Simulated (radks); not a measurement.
Question: Isoelectronic series with 27 electrons, all held in the configuration [Ar] 3d7 4s2, which need not be the ground one along the series. All-electron calculation, scalar-relativistic Kohn-Sham, PBE, spin-polarised, spherical densities, point nucleus; open shells are filled with parallel spins first (spin-orbit coupling, left out, can overturn this in heavy ions). Program: a radial shooting solver on a logarithmic mesh with Libxc functionals. Total energies (hartree) and orbital eigenvalues (eV):

ion    E (hartree)    4s down      4s up    3d down      3d up
Co     -1393.22516    -5.1748    -5.7244    -6.5380    -9.4075
Ge5+   -2088.60272   -75.1391   -76.1018  -124.4542  -129.2389
Rb10+  -2937.78684  -194.5279  -195.8488  -328.1536  -334.6786
Mo15+  -3943.13216  -360.1798  -361.8535  -610.6386  -618.8427
Ag20+  -5108.11195  -572.0342  -574.0636  -970.4318  -980.2868
Te25+  -6437.03914  -830.8008  -833.1938  -1407.099  -1418.590
La30+   -7935.0921  -1137.624  -1140.392  -1920.595  -1933.714
Sm35+   -9608.4208  -1494.010  -1497.168  -2511.074  -2525.817
Hf45+  -13511.4022  -2363.406  -2367.407  -3924.203  -3942.190
Ir50+  -15760.0104  -2881.507  -2885.969  -4747.676  -4767.287

Estimate the row of Ho40+.

Answer: E (hartree) -11464.3096; 4s down -1901.838; 4s up -1905.407; 3d down -3178.819; 3d up -3195.184.
